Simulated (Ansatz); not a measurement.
The cluster Ag₂H, relaxed as a doublet with UKS r2SCAN-D4/def2-TZVP in Ansatz, starting from the GFN2-xTB geometry. Force threshold 0.02 eV/Å.

In the def2 sets Ag takes a core potential; there is no spin–orbit coupling. Another isomer (doublet) lies 0.16 eV lower at PBE0-D4/def2-TZVP; other spin states weren't run for this one.

Start:

```xyz
3

Ag   -0.2883    0.0712    0.0536
Ag    2.1220   -0.5323   -0.3977
H    -1.8337    0.4610    0.3441
```

| step | energy (eV) | largest force component (eV/Å) | SCF passes |
| --- | --- | --- | --- |
| 1 | -8017.7852 | 0.640 | 33 |
| 2 | -8017.8237 | 0.131 | 38 |
| 3 | -8017.8252 | 0.039 | 36 |
| 4 | -8017.8257 | 0.023 | 33 |
| 5 | -8017.8315 | 0.062 | 37 |
| 6 | -8017.8600 | 0.232 | 39 |
| 7 | -8017.8874 | 0.020 | 37 |
| 8 (rejected) | -8017.8837 | 0.203 | 36 |
| 9 | -8017.8888 | 0.036 | 33 |
| 10 | -8017.8890 | 0.003 | 32 |

Force components are those of the run's own axes.

End:

```csv
atom,x (Å),y (Å),z (Å)
Ag1,-0.539,-0.422,-0.110
Ag2,2.086,-0.305,-0.309
H3,-1.548,0.728,0.419
```

By distances, no bond broke or formed. The bond that changes most is Ag1–Ag2, from 2.53 to 2.64 Å (atoms count from 1).

The force fell under the threshold at step 7, but the optimiser went on. No frequencies were taken in this run, so the end may be a saddle point.

It took 26 s on 4 threads of Arm Neoverse V2 on a shared host.
